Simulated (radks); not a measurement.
Neutral arsenic inside a hard spherical wall (all orbitals vanish at R), configuration held at [Ar] 3d10 4s2 4p3 and not refilled when levels cross. Calculated with a radial shooting solver on a logarithmic mesh with Libxc functionals: scalar-relativistic Kohn-Sham, PBEsol, spin-polarised, spherical densities, point nucleus; open shells are filled with parallel spins first. Eigenvalues in eV for spin up, with the zero of energy where the potential of the charges vanishes at infinity; a dash marks a level that is unbound or too diffuse for the functional's potential to be trusted. A positive occupied level is held by the wall or, in an anion where self-interaction has pushed it up, behind a barrier. The pressure on the wall is -dE/dV.

| R (bohr) | E (hartree) | kinetic (hartree) | e(3p) | e(3d) | e(4s) | e(4p) | e(5s, empty) | e(5p, empty) | pressure (GPa) |
|---|---|---|---|---|---|---|---|---|---|
| free | -2259.26898 | 2302.560 | -133.16 | -40.390 | -15.211 | -5.908 | - | - | 0 |
| 20 | -2259.26898 | 2302.560 | -133.16 | -40.390 | -15.211 | -5.908 | - | - | < 0.0001 |
| 15 | -2259.26898 | 2302.560 | -133.16 | -40.390 | -15.211 | -5.908 | -0.464 | 0.590 | < 0.0001 |
| 10 | -2259.26887 | 2302.561 | -133.15 | -40.377 | -15.201 | -5.899 | 0.063 | 1.873 | 0.00336 |
| 7 | -2259.26354 | 2302.603 | -132.85 | -40.081 | -14.977 | -5.666 | 2.426 | 5.946 | 0.338 |
| 4 | -2258.94890 | 2304.107 | -127.25 | -34.583 | -10.775 | -0.394 | 25.272 | 34.718 | 68.6 |
| 3.5 | -2258.59247 | 2305.504 | -123.67 | -31.101 | -7.565 | 3.750 | 40.446 | 51.928 | 198 |
| 3 | -2257.77852 | 2308.379 | -117.92 | -25.519 | -1.332 | 11.637 | 67.570 | 81.663 | 634 |
| 2.5 | -2255.75704 | 2314.950 | -108.12 | -15.966 | 12.182 | 28.091 | 120.05 | 137.38 | 2380 |
| 1.5 | -2228.96137 | 2393.559 | -44.086 | 51.513 | 158.50 | 187.55 | 535.64 | 553.30 | 83900 |
